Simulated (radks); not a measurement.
The europium ion Eu2+, configuration [Xe] 4f7 (the NIST ground configuration). Calculated with a radial shooting solver on a logarithmic mesh with Libxc functionals: scalar-relativistic Kohn-Sham, SCAN, spin-polarised, spherical densities, finite nucleus; open shells are filled with parallel spins first (spin-orbit coupling, left out, can overturn this in heavy ions); meta-GGA in the generalised Kohn-Sham scheme; Fermi nuclear charge, rms radius 5.1115 fm. Some entries of the table are withheld. Estimate them.

orbital  occ.  eigenvalue (eV)  <1/r> (bohr^-1)
1s up       1        -48447.99            70.22
1s down     1        -48447.99            70.22
2s up       1        -7987.666            16.29
2s down     1        -7987.575            16.29
2p up       3        -7113.970            15.23
2p down     3        -7113.907            15.23
3s up       1        -1777.544            5.975
3s down     1        -1774.745            5.984
3p up       3        -1503.651            5.617
3p down     3        -1500.768            5.625
3d up       5        -1137.607            5.322
3d down     5        -1135.261            5.330
4s up       1        -369.3516            2.502
4s down     1        -362.5539            2.500
4p up       3        -278.8395            2.303
4p down     3        -271.9751            2.300
4d up       5        -152.5776              (1)
4d down     5        -145.5004              (2)
5s up       1         -59.6364           0.9668
5s down     1         -57.2819           0.9338
5p up       3         -38.1171           0.8115
5p down     3         -36.3432           0.7875
4f up       7         -17.9160            1.432

Answer. 
(1) 4d up <1/r> (bohr^-1): 2.023
(2) 4d down <1/r> (bohr^-1): 2.019
